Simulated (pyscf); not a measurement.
Concerted two-bond exchange: H₂Al–AsH₂ → H₂Al–AsH₂

Gas phase, singlet surface, charge 0. Bonds broken: As1–H3, Al2–H5. Bonds formed: As1–H5, Al2–H3. Single points on ωB97X-D3(BJ)/def2-SVP structures (PySCF, gas phase). Correlated levels are frozen-core, on RHF or UHF. ΔMP2 is the change of the MP2 total energy from the triple- to the quadruple-zeta basis.

Transition state (Å):

```xyz
6

As    -2.4670    -0.7176     0.0752
Al    -0.4289     0.5684     0.2364
H     -0.1222    -0.6373    -0.8057
H     -2.3527    -1.1814    -1.3798
H     -0.7787    -0.2755     1.6039
H      0.2239     2.0009     0.2242
```

One imaginary mode, 927i cm⁻¹; descent along it reached the two sides named.

```json
[
 {"bond": "As1–H3", "change": "breaks", "reactant side (Å)": "1.525", "saddle": "2.506", "product side": "3.5"},
 {"bond": "Al2–H5", "change": "breaks", "reactant side (Å)": "1.588", "saddle": "1.645", "product side": "2.9"},
 {"bond": "As1–H5", "change": "forms", "reactant side (Å)": "3.5", "saddle": "2.320", "product side": "1.520"},
 {"bond": "Al2–H3", "change": "forms", "reactant side (Å)": "2.9", "saddle": "1.623", "product side": "1.587"}
]
```

Electronic energies relative to the reactant's lowest minimum found (kJ/mol):

```
level                             barrier  reaction energy  reverse barrier
--------------------------------  -------  ---------------  ---------------
ωB97X-D3(BJ)/def2-TZVP              250.6              0.0            250.6
PBE/def2-TZVP                       223.1              0.0            223.1
r²SCAN/def2-TZVP                    241.2              0.0            241.2
B3LYP-D3(BJ)/def2-TZVP              235.0              0.0            235.0
PBE0-D3(BJ)/def2-TZVP               242.6              0.0            242.6
M06-2X/def2-TZVP                    237.5              0.0            237.5
ωB97M-D3(BJ)/def2-TZVP              243.5              0.0            243.5
HF/def2-TZVP                        269.4              0.0            269.4
MP2/def2-QZVPP                      275.2              0.0            275.2
CCSD/def2-TZVPP                     259.0              0.0            259.0
CCSD(T)/def2-TZVPP                  254.7              0.0            254.7
CCSD(T)/def2-TZVPP + ΔMP2(QZVPP)    254.1              0.0            254.1
```

With CCSD(T)/def2-TZVPP + ΔMP2(QZVPP) energies and thermal terms (ideal gas, 1 atm, RRHO with modes under 100 cm⁻¹ raised to 100, one conformer, R ln 2 for rigid chiral ones), in kJ/mol:

| T (K) | ΔH‡ | ΔG‡ | ΔH | ΔG |
|---|---|---|---|---|
| 298 | 247.3 | 248.5 | 0.0 | 0.0 |
| 600 | 245.1 | 250.6 | 0.0 | 0.0 |
| 900 | 243.2 | 253.7 | 0.0 | 0.0 |
| 1200 | 241.3 | 257.5 | 0.0 | 0.0 |

This is the saddle that the search found; another between the same sides may lie lower. A restricted solution here is unstable towards spin polarisation, so biradical character is likely and single-reference numbers are less safe. The CCSD(T) − MP2 part came from Ansatz, without density fitting, on the same reference. The frozen core leaves the outer d or s,p core shells of the metals and heavy elements correlated in the MP2 and CC values, and def2-TZVPP describes them poorly, which can shift differences by a few kcal/mol. Elements up to Kr have no core potential and no relativistic terms here.
